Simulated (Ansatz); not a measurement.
These are Ansatz (an electronic-structure program) with frozen-core CCSD(T)/def2-TZVPP // B3LYP-D3(BJ)/def2-TZVP values and carry that method's errors.

Ansatz 0.2 input:
```yaml
crystal:
  periodic: [false, false, false]
  atoms:
    - { symbol: Sn, position_ang: [-0.001094, -0.000524, 0.43715] }
    - { symbol: H, position_ang: [-0.44915, 1.559366, -0.144987] }
    - { symbol: H, position_ang: [-1.12519, -1.168713, -0.149926] }
    - { symbol: H, position_ang: [1.575433, -0.390127, -0.142238] }
basis:
  gaussian: { orbitals: def2-TZVPP }
correlation:
  method: ccsd_t
magnetization:
  spin_polarized: true
  initial_magnetization: 1
```

Output:

```
Functional definition: HF
695 factors; integrals over basis functions are off by at most 9.5e-4 eV
mean field evaluation 1: about -5851.1471 eV, gradient 7.0e0 eV
mean field evaluation 2: about -5851.1502 eV, gradient 7.0e0 eV
mean field evaluation 4: about -5851.7540 eV, gradient 1.2e0 eV
mean field evaluation 8: about -5851.7693 eV, gradient 4.3e-3 eV
mean field evaluation 16: about -5851.7649 eV, gradient 2.8e-1 eV
mean field -5851.76929874 eV, -215.0485552570 hartree, gradient 2.6e-6 eV, S^2 0.754148; 0 other end points of the search recorded, 0 dependent functions left out
4 core orbitals not correlated
reference -5851.76929874 eV, -215.0485552570 hartree; 9, 8 occupied and 79, 80 virtual orbitals, 695 factors
second order -8.78751986 eV of doubles, -0.00000000 eV of singles
cycle   1  -8.85228846 eV  change   -6.5e-2 eV  update   7.5e-2
cycle   2  -9.14249297 eV  change   -2.9e-1 eV  update   2.5e-2
cycle   3  -9.17256105 eV  change   -3.0e-2 eV  update   1.0e-2
cycle   4  -9.16864651 eV  change    3.9e-3 eV  update   2.9e-3
cycle   5  -9.16863188 eV  change    1.5e-5 eV  update   8.2e-4
cycle   6  -9.16851563 eV  change    1.2e-4 eV  update   3.0e-4
cycle   7  -9.16854837 eV  change   -3.3e-5 eV  update   9.8e-5
cycle   8  -9.16858223 eV  change   -3.4e-5 eV  update   3.1e-5
cycle   9  -9.16858028 eV  change    2.0e-6 eV  update   1.1e-5
perturbative correction -0.21498170 eV, -0.0079004318 hartree
Total energy: -5861.15286072 eV, -215.3933947992 hartree
```

Cost: roughly 5 core-seconds.
